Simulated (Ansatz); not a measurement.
Born–Oppenheimer molecular dynamics of AlH$_{4}$NO$_{2}$ (8 atoms, charge 0, multiplicity 1). It starts from a relaxed structure.

Theory: RKS B3LYP/def2-SVP (Ansatz 0.2.0).

| Property | Result |
| --- | --- |
| ensemble | NVT, Nosé–Hoover chain |
| time step | 1 fs |
| steps asked | 300 |
| set temperature | 500 K |
| thermostat | time constant 20 fs, chain length 3 |
| seed | 944258 |

Frames 10 fs apart, positions in Å, forces in eV/Å.

Velocities at 120 fs (Å/ps):

```
Al -4.09 6.67 -1.95
N 3.96 -1.15 1.02
H -55.56 -25.05 10.50
H 31.16 -11.46 4.10
O 3.04 -5.13 -0.25
H 7.42 1.06 14.32
O 3.78 -3.90 0.36
H -36.73 16.24 7.31
```

```xyz
8
Properties=species:S:1:pos:R:3:forces:R:3 time_fs=120 energy_less_start_eV=0.361 T=666
Al 0.130 -0.200 0.132 -2.08 -0.56 0.33
N -0.156 -0.037 1.894 0.84 -0.28 -1.48
H -0.916 0.465 2.297 -0.59 0.31 0.47
H 0.541 -0.313 2.557 0.37 0.09 0.68
O 1.599 -0.317 -0.659 1.49 -1.25 -2.26
H 1.810 -0.819 -1.521 -0.70 1.37 2.25
O -1.274 -0.513 -0.801 1.87 0.51 -0.22
H -2.191 -0.685 -0.790 -1.20 -0.18 0.23
8
Properties=species:S:1:pos:R:3:forces:R:3 time_fs=130 energy_less_start_eV=0.310 T=888
Al 0.073 -0.142 0.118 1.88 -0.94 0.36
N -0.109 -0.039 1.893 -0.35 0.00 0.36
H -1.035 -0.073 2.353 0.65 0.09 -0.43
H 0.600 -0.221 2.608 -0.09 0.22 -0.37
O 1.635 -0.362 -0.644 -0.84 0.38 0.72
H 1.840 -0.831 -1.461 -0.27 0.16 0.14
O -1.251 -0.551 -0.812 -3.33 0.40 -0.35
H -2.236 -0.428 -0.618 2.34 -0.31 -0.43
8
Properties=species:S:1:pos:R:3:forces:R:3 time_fs=140 energy_less_start_eV=0.548 T=626
Al 0.063 -0.115 0.112 1.31 -1.19 -0.14
N -0.068 -0.038 1.881 -0.49 -0.50 0.99
H -0.863 -0.622 2.262 1.29 1.03 -0.19
H 0.706 0.085 2.573 -1.07 -0.22 -0.82
O 1.632 -0.385 -0.585 -0.93 1.95 3.56
H 1.681 -0.771 -1.403 0.28 -1.46 -3.40
O -1.278 -0.579 -0.856 -2.41 1.51 1.21
H -2.150 -0.196 -0.464 2.02 -1.12 -1.21
8
Properties=species:S:1:pos:R:3:forces:R:3 time_fs=150 energy_less_start_eV=0.558 T=487
Al 0.086 -0.129 0.104 -2.17 -1.05 0.15
N -0.053 -0.032 1.860 0.03 -0.93 2.23
H -0.485 -0.896 2.344 0.83 1.96 -0.88
H 0.720 0.347 2.467 -1.11 -0.63 -0.80
O 1.604 -0.386 -0.519 1.08 0.56 0.81
H 1.561 -0.635 -1.414 0.39 -0.52 -2.09
O -1.318 -0.569 -0.881 0.29 1.06 0.94
H -2.160 -0.168 -0.572 0.65 -0.44 -0.35
8
Properties=species:S:1:pos:R:3:forces:R:3 time_fs=160 energy_less_start_eV=0.456 T=453
Al 0.051 -0.175 0.102 -0.17 -0.82 0.11
N -0.049 -0.019 1.864 0.69 -0.72 2.48
H -0.201 -0.906 2.466 0.17 1.94 -1.33
H 0.685 0.550 2.373 -1.05 -0.88 -0.75
O 1.624 -0.383 -0.514 0.22 0.13 -1.80
H 1.761 -0.470 -1.493 -0.10 0.12 1.32
O -1.310 -0.522 -0.870 2.68 -0.47 -0.42
H -2.183 -0.259 -0.756 -2.43 0.71 0.39
8
Properties=species:S:1:pos:R:3:forces:R:3 time_fs=170 energy_less_start_eV=0.509 T=223
Al 0.020 -0.236 0.109 2.14 -0.23 0.41
N -0.043 0.008 1.889 0.35 -0.80 1.28
H -0.145 -0.847 2.536 0.25 1.91 -1.21
H 0.653 0.684 2.283 -0.74 -1.02 -0.22
O 1.640 -0.370 -0.541 -0.05 0.37 -1.81
H 2.010 -0.321 -1.485 -1.18 -0.14 2.23
O -1.295 -0.472 -0.873 0.97 -0.36 -0.85
H -2.211 -0.336 -0.827 -1.74 0.26 0.18
8
Properties=species:S:1:pos:R:3:forces:R:3 time_fs=180 energy_less_start_eV=0.339 T=370
Al 0.052 -0.295 0.129 -0.39 0.13 -0.17
N -0.043 0.038 1.889 0.44 -0.71 1.74
H -0.182 -0.704 2.640 -0.03 1.15 -1.39
H 0.668 0.677 2.303 -0.53 -0.53 -0.52
O 1.607 -0.345 -0.549 0.51 0.22 -0.86
H 1.998 -0.222 -1.437 -0.63 -0.19 0.87
O -1.309 -0.436 -0.913 -0.99 -0.03 0.36
H -2.288 -0.383 -0.771 1.62 -0.03 -0.02
8
Properties=species:S:1:pos:R:3:forces:R:3 time_fs=190 energy_less_start_eV=0.350 T=357
Al 0.072 -0.347 0.146 -1.76 0.51 0.02
N -0.037 0.059 1.889 -0.09 -0.55 0.15
H -0.428 -0.566 2.618 0.44 0.80 -0.49
H 0.723 0.659 2.236 -0.37 -0.51 0.18
O 1.579 -0.313 -0.554 0.46 -0.28 1.80
H 1.802 -0.191 -1.439 0.59 0.24 -2.33
O -1.299 -0.408 -0.944 -1.28 -0.23 1.45
H -2.238 -0.392 -0.571 2.01 0.03 -0.79
8
Properties=species:S:1:pos:R:3:forces:R:3 time_fs=200 energy_less_start_eV=0.249 T=524
Al 0.042 -0.381 0.161 1.37 0.80 -0.25
N -0.035 0.063 1.866 0.07 -0.13 0.45
H -0.656 -0.233 2.606 -0.38 -0.10 -0.02
H 0.776 0.463 2.331 0.18 -0.03 -0.21
O 1.603 -0.281 -0.579 -0.52 -0.33 2.15
H 1.584 -0.218 -1.507 0.15 0.12 -2.01
O -1.257 -0.395 -0.932 -1.16 -0.34 0.53
H -2.107 -0.345 -0.451 0.29 0.02 -0.65
8
Properties=species:S:1:pos:R:3:forces:R:3 time_fs=210 energy_less_start_eV=0.280 T=585
Al 0.047 -0.390 0.169 1.39 0.95 -0.11
N -0.043 0.050 1.877 0.90 -0.68 -1.75
H -0.863 0.171 2.396 -1.19 0.24 1.26
H 0.825 0.181 2.356 0.31 0.18 0.73
O 1.610 -0.257 -0.601 -0.94 -0.41 -0.54
H 1.475 -0.273 -1.575 0.38 0.02 0.80
O -1.248 -0.403 -0.903 1.32 -0.59 -0.85
H -2.124 -0.261 -0.644 -2.16 0.29 0.46
8
Properties=species:S:1:pos:R:3:forces:R:3 time_fs=220 energy_less_start_eV=0.445 T=567
Al 0.096 -0.364 0.171 -1.91 0.72 -0.54
N -0.057 0.018 1.889 1.18 -1.42 -1.50
H -0.758 0.572 2.249 -2.30 1.44 0.84
H 0.617 -0.087 2.603 1.16 -0.27 0.77
O 1.574 -0.254 -0.615 0.99 -0.48 -2.88
H 1.612 -0.340 -1.633 -0.09 0.16 2.60
O -1.280 -0.428 -0.885 2.92 -0.56 0.65
H -2.175 -0.214 -0.966 -1.96 0.40 0.05
8
Properties=species:S:1:pos:R:3:forces:R:3 time_fs=230 energy_less_start_eV=0.634 T=609
Al 0.098 -0.306 0.155 -0.97 -0.02 0.21
N -0.073 -0.020 1.927 0.69 -1.87 -3.44
H -0.584 0.784 2.036 -1.74 2.52 1.09
H 0.349 -0.370 2.728 0.99 -0.55 1.71
O 1.569 -0.270 -0.652 1.33 -0.45 -1.76
H 1.848 -0.452 -1.595 -0.76 0.33 1.85
O -1.274 -0.465 -0.843 -1.34 0.52 -0.48
H -2.187 -0.220 -1.145 1.80 -0.48 0.81
```

Of the whole run (300 fs, mean temperature of the second half 581 K): The conserved energy wandered by up to 5.5 meV per atom (net 3.0 meV per atom), which is poor conservation. The mean temperature of the second half is 16 % above the set value. A run of 0.3 ps of so small a system gives no equilibrium averages.

Time of the run: 6.4 min on 1 thread of Intel(R) Xeon(R) 6975P-C (Granite Rapids), with other jobs on the host, peak memory 0.15 GiB.
